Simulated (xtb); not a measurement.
niobium atom (Nb), sextet (GFN-xTB shapes and energies of metal compounds can be far from the true ones). Base run: GFN0-xTB run with xtb.

xtb was given this input:
```
$ xtb mol.xyz --gfn 0 --uhf 5 --json

# file mol.xyz
1

Nb     0.00000000     0.00000000     0.00000000
```

The base run was repeated with changes; each row names its change, and settings that it needs were set with it.

| change | ΔE vs base (mEh) |
|---|---|
| base | 0.000 |
| acc = 1000 | 0.000 |
| acc = 0.1 | 0.000 |
| acc = 30 | 0.000 |
| etemp = 1000 | -5.555 |
| etemp = 10000 | -81.233 |
